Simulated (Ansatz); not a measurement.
Pulling on the Be1–Cl3 bond in BeClF (SMILES [F][Be][Cl]) (multiplicity 1 held, fragments rigid). Energies count from the point at 1.810 Å.
Geometry at that point (charge 0, multiplicity 1):
```xyz
3

Be     0.0000     0.0000    -0.6130
F      0.0000     0.0000    -1.9883
Cl     0.0000     0.0000     1.1969
```

Restricted levels (R-, RO-) in cc, def2 and unpolarised 6-31G sets keep to the state of the molecule at rest. Unrestricted levels (U-) break spin symmetry where that is lower. Active spaces are followed from a long bond inwards. Levels need not reach the same state.

Frozen-core correlation.

Codes used: Ansatz (a quantum-chemistry and plane-wave program) with Gaussian orbitals. Each number belongs to the level named beside it.

Energies in kcal/mol.

```
R (Å)  U-PBE/aug-cc-pV(T+d)Z  R-MP2/aug-cc-pV(T+d)Z  R-SCS-MP2/aug-cc-pV(T+d)Z  U-CCSD(T)/aug-cc-pV(T+d)Z  CASSCF(6,4)/aug-cc-pV(T+d)Z  FIC-MRCISD+Q on CASSCF(6,4)/aug-cc-pV(T+d)Z
-----  ---------------------  ---------------------  -------------------------  -------------------------  ---------------------------  -------------------------------------------
1.448                   51.7                   54.3                       54.6                       54.3                         54.0                                         53.8
1.629                    9.5                   10.2                       10.3                       10.3                         10.0                                         10.0
1.810                    0.0                    0.0                        0.0                        0.0                          0.0                                          0.0
1.991                    5.5                    5.5                        5.4                        5.4                          5.3                                          5.6
2.172                   17.3                   17.9                       17.7                       17.7                         17.3                                         18.0
2.443                   38.2                   40.2                       39.9                       39.7                         38.5                                         40.2
2.715                   58.2                   62.0                       61.5                       61.0                         58.7                                         61.8
3.167                   85.2                   92.4                       91.7                       91.9                         85.1                                         91.3
3.620                  102.8                  115.0                      114.1                      113.3                        100.5                                        110.9
4.163                  112.6                  133.5                      132.2                      123.3                        107.7                                        121.2
4.887                  117.9                  146.5                      144.3                      125.5                        109.8                                        124.4
5.792                  120.3                  149.5                      145.2                      125.9                        110.2                                        125.0
```

Doubts at one or more of the structures used: a spin-contaminated determinant (U-PBE/aug-cc-pV(T+d)Z, U-CCSD(T)/aug-cc-pV(T+d)Z); a restricted determinant that unrestricted orbitals would lower (R-MP2/aug-cc-pV(T+d)Z, R-SCS-MP2/aug-cc-pV(T+d)Z); T1 above 0.05 (U-CCSD(T)/aug-cc-pV(T+d)Z); the program's own flag: other amplitudes (U-CCSD(T)/aug-cc-pV(T+d)Z); active orbitals that take no part (CASSCF(6,4)/aug-cc-pV(T+d)Z, FIC-MRCISD+Q on CASSCF(6,4)/aug-cc-pV(T+d)Z).
